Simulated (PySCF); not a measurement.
Zn(Br)(SH) (BrHSZn), SMILES [SH][Zn][Br].

Coordinates come from a PBE0-D3(BJ)/def2-SVP optimisation. Other conformers were not sampled.

Calculation: PBE/def2-TZVPD run with PySCF.

Symmetry labels are those of the subgroup Cs that the program uses (full group Cs).

**Question.** List the valence orbital energies around the gap with their symmetry. (Estimate from the structure and the level; the computed values follow.)

**Answer.** 
| orbital | symmetry | energy (eV) |
|---|---|---|
| HOMO−7 | A" | -12.75 |
| HOMO−6 | A' | -12.75 |
| HOMO−5 | A' | -10.18 |
| HOMO−4 | A' | -9.24 |
| HOMO−3 | A' | -8.01 |
| HOMO−2 | A" | -7.38 |
| HOMO−1 | A' | -7.34 |
| HOMO | A" | -6.52 |
| LUMO | A' | -2.35 |
| LUMO+1 | A' | -1.53 |
| LUMO+2 | A" | -1.09 |
| LUMO+3 | A' | -0.66 |
